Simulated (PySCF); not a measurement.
Cl₂Sr, charge +1, doublet, at a GFN2-xTB geometry (such geometries of metal compounds can be far from the true shape) (a state made from the parent by changing its charge; the spin is typed, not shown lowest) (core potentials on Sr), atoms displaced at random by about 0.08 Å a coordinate.

The PySCF input:
```python
from pyscf import gto, scf

mol = gto.Mole()
mol.atom = '''
    Sr    0.400505   -0.875642    0.318056
    Cl    0.501320    1.022440   -1.399476
    Cl   -1.580861    0.670730    0.550342
'''
mol.basis = 'def2-svp'
mol.ecp = {'Sr': 'def2-svp'}
mol.charge = 1
mol.spin = 1
mol.verbose = 4
mol.build()

mf = scf.UHF(mol)
mf.kernel()
g = mf.nuc_grad_method()
grad = g.kernel()
```

Q: Give the total energy at the level HF/def2-SVP, gradient (PySCF).

A: -948.9200 Eh

Q: What <S^2> does HF/def2-SVP, gradient give?

A: 0.772

Q: What is the computed nuclear repulsion energy (HF/def2-SVP, gradient)?

A: 123.9655 Eh

Q: Predict the Mulliken (on the basis functions themselves) charges in atom order from HF/def2-SVP, gradient.

A: Sr1 1.29, Cl2 -0.06, Cl3 -0.23

Q: Estimate the number of basis functions that HF/def2-SVP, gradient returns for this input.

A: 59

Q: Estimate the HOMO energy that HF/def2-SVP, gradient returns for this input.

A: -15.02 eV

These values belong to the state on which the SCF converged, which isn't shown to be the lowest.
